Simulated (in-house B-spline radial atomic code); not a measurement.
# Excitations of the germanium ion Ge¹⁴⁺ by several methods

Full response, energies in eV; labels give the largest channel, * marks a mixed state, a dash one above the method's threshold, and an imaginary frequency an unstable closed-shell reference. Computed with an all-electron radial atomic-structure program (B-spline basis): linear response of the closed shell [Ne] 3s2 3p6 with each method's own kernel (bare exchange for TDHF, static screening on G0W0 levels for BSE, the adiabatic kernel for functionals); non-relativistic, point nucleus, no spin-orbit coupling, no double excitations, S, P, D and F terms only. Only terms of natural parity with L up to 3 were computed.

Without relativity these are model numbers for so heavy an element.

```tsv
method	3p → 3d 3P	3p → 3d 3F	3p → 3d 1F	α (bohr³)
TDHF	?	?	?	?
PBE	73.38	74.22	80.70	0.1651
BLYP	72.99	73.80	80.04	0.1653
HSE06	73.25	74.47	81.10	0.1653
BHandHLYP	72.53	74.15	80.70	0.1658
BP86	?	?	?	?
```

Problem. What does BP86 give?

Solution. 3p → 3d 3P: 73.50; 3p → 3d 3F: 74.20; 3p → 3d 1F: 80.54; α: 0.165 (eV, bohr³).

Problem. What does TDHF give?

Solution. 3p → 3d 3P: 71.90; 3p → 3d 3F: 74.22; 3p → 3d 1F: 81.23; α: 0.1664 (eV, bohr³).
